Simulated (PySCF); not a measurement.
**Bond length, frequency and bond energy of SiTe⁺ by level of theory**

State: ²Π (doublet), unpaired electrons π ↑. Set-up: PySCF, spin-free X2C with a Gaussian nucleus, basis sets Si x2c-SVPall, Te x2c-SVPall. De refers to Si⁺ + Te in their high-spin ground configurations, without counterpoise correction. The functionals are run spin-unrestricted. A positive dipole points towards Te; it is taken about the centre of mass and depends on that origin.

| Level | Re (Å) | ωe (cm⁻¹) | De (eV) | μ (D) |
| --- | --- | --- | --- | --- |
| ROHF | 2.404 | 422 | 2.06 | -4.87 |
| ROHF-MP2 | 2.420 | 416 | 3.11 | n/a |
| ROHF-SCS-MP2 | 2.423 | 412 | 3.00 | n/a |
| ROHF-CCSD | 2.430 | 400 | 3.01 | n/a |
| ROHF-CCSD(T) | 2.446 | 383 | 3.20 | n/a |
| PBE | 2.446 | 383 | 3.97 | -4.02 |
| PBEsol | 2.433 | 390 | 4.18 | -4.03 |
| r²SCAN | 2.430 | 394 | 3.69 | -4.09 |
| TPSSh | 2.428 | 395 | 3.68 | -4.07 |
| B3LYP | 2.437 | 390 | 3.57 | -4.29 |
| PBE0 | 2.416 | 406 | 3.63 | -4.18 |

Problem. Which functional lies closest to ROHF-CCSD(T) in De, which farthest, and by how much do they differ from it?

Solution. Closest is B3LYP (-0.9 pm in Re, +1.8 % in ωe, +0.37 eV in De against ROHF-CCSD(T) in the same basis), farthest PBEsol (-1.3 pm in Re, +1.8 % in ωe, +0.98 eV in De). CCSD(T) converges more slowly with the basis than the functionals do and binds too weakly in this one, so the order can change at the basis-set limit.

Problem. What does a quarter of exact exchange do here, going from PBE to PBE0?

Solution. PBE0 less PBE: -3.0 pm in Re, +6.0 % in ωe, -0.34 eV in De. Exact exchange removes part of the self-interaction that spreads semilocal densities, and in most molecules shortens and stiffens the bond and lowers De; so it does here.

Problem. What does the step from GGA to meta-GGA do here, going from PBE to r²SCAN?

Solution. r²SCAN less PBE: -1.6 pm in Re, +2.9 % in ωe, -0.28 eV in De. 

Correlated steps freeze 23 core orbitals. Correlated levels converge slowly with the basis: in double zeta they bind strong bonds too weakly, by up to about 1 eV, and carry superposition errors of some tenths. These are scalar-relativistic numbers at best; spin–orbit coupling would shift them, the dissociation energy most. For an ion De counts to the pair picked by the measured ionisation energies or electron affinities, which need not be the lowest pair at this level. The state was picked by a PBE0 search and need not be the measured ground state.
